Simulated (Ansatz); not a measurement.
System (SMILES): [C]F (C-F), doublet.
Atoms: C1, F2. Bonds: C1-F2.

Basis-set convergence of the optimised C1-F2 bond length at PBE0 with Ansatz (a program for electronic structure). All functions are spherical. The program fits the integrals of some runs and decomposes those of others, by size. Open shells are unrestricted. No added dispersion term, no relativity. Reference: the value in pcseg-4, 1.2662 Å, itself unsure by roughly 0.0003 Å (its mean distance from aug-pcseg-3, aug-cc-pVQZ, cc-pV5Z). Deviations are taken from unrounded values.

```json
[
 {"basis": "cc-pVDZ", "functions": "28", "optimised C1-F2 bond length (Å)": "1.2796"},
 {"basis": "aug-cc-pVDZ", "functions": "46", "optimised C1-F2 bond length (Å)": "1.2833"},
 {"basis": "def2-SVP", "functions": "28", "optimised C1-F2 bond length (Å)": "1.2655"},
 {"basis": "def2-SVPD", "functions": "43", "optimised C1-F2 bond length (Å)": "1.2703"},
 {"basis": "pcseg-1", "functions": "28", "optimised C1-F2 bond length (Å)": "1.2773"},
 {"basis": "aug-pcseg-1", "functions": "46", "optimised C1-F2 bond length (Å)": "1.2775"},
 {"basis": "6-311G**", "functions": "36", "optimised C1-F2 bond length (Å)": "1.2715"},
 {"basis": "6-311+G**", "functions": "44", "optimised C1-F2 bond length (Å)": "1.2728"},
 {"basis": "cc-pVTZ", "functions": "60", "optimised C1-F2 bond length (Å)": "1.2687"},
 {"basis": "aug-cc-pVTZ", "functions": "92", "optimised C1-F2 bond length (Å)": "1.2688"},
 {"basis": "pcseg-2", "functions": "60", "optimised C1-F2 bond length (Å)": "1.2683"},
 {"basis": "aug-pcseg-2", "functions": "92", "optimised C1-F2 bond length (Å)": "1.2680"},
 {"basis": "def2-TZVPP", "functions": "62", "optimised C1-F2 bond length (Å)": "1.2683"},
 {"basis": "def2-TZVPPD", "functions": "77", "optimised C1-F2 bond length (Å)": "1.2687"},
 {"basis": "cc-pVQZ", "functions": "110", "optimised C1-F2 bond length (Å)": "1.2668"},
 {"basis": "aug-cc-pVQZ", "functions": "160", "optimised C1-F2 bond length (Å)": "1.2667"},
 {"basis": "def2-QZVPP", "functions": "114", "optimised C1-F2 bond length (Å)": "1.2667"},
 {"basis": "def2-QZVPPD", "functions": "129", "optimised C1-F2 bond length (Å)": "1.2666"},
 {"basis": "pcseg-3", "functions": "120", "optimised C1-F2 bond length (Å)": "1.2663"},
 {"basis": "aug-pcseg-3", "functions": "170", "optimised C1-F2 bond length (Å)": "1.2662"}
]
```

What the diffuse functions change, pair by pair:
- cc-pVDZ to aug-cc-pVDZ: 18 more functions, deviation 0.0134 to 0.0171 Å
- def2-SVP to def2-SVPD: 15 more functions, deviation -0.0007 to 0.0041 Å
- pcseg-1 to aug-pcseg-1: 18 more functions, deviation 0.0111 to 0.0113 Å
- 6-311G** to 6-311+G**: 8 more functions, deviation 0.0053 to 0.0066 Å
- cc-pVTZ to aug-cc-pVTZ: 32 more functions, deviation 0.0025 to 0.0026 Å
- pcseg-2 to aug-pcseg-2: 32 more functions, deviation 0.0021 to 0.0018 Å
- def2-TZVPP to def2-TZVPPD: 15 more functions, deviation 0.0021 to 0.0025 Å
- cc-pVQZ to aug-cc-pVQZ: 50 more functions, deviation 0.0006 to 0.0005 Å
- def2-QZVPP to def2-QZVPPD: 15 more functions, deviation 0.0005 to 0.0004 Å
- pcseg-3 to aug-pcseg-3: 50 more functions, deviation 0.0001 to 0.0000 Å

They bring the value nearer the reference by more than 0.0003 Å in 1 of 10 pairs.
